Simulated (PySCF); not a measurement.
Electron correlation in Rh (rhodium, neutral)

[Kr] 4d8 5s1, high-spin 4F determinant. Calculation: PySCF 2.14, in def2-SVP with the def2 core potential (28 electrons) (5s3p2d1f, 31 functions); scalar relativity through the core potential. Frozen: 4s2 4p6; 9 electrons correlated.

MP2 pair energies summed by pair of shells (mhartree):

```
 pair   energy  share (%)
4d-4d  -124.41       86.2
4d-5s   -19.89       13.8
```

Total MP2 correlation energy: -144.30 mhartree.

Same-spin part -58.94 and opposite-spin part -85.36 mhartree; SCS-MP2 scales them by 1/3 and 6/5 to -122.08 mhartree.
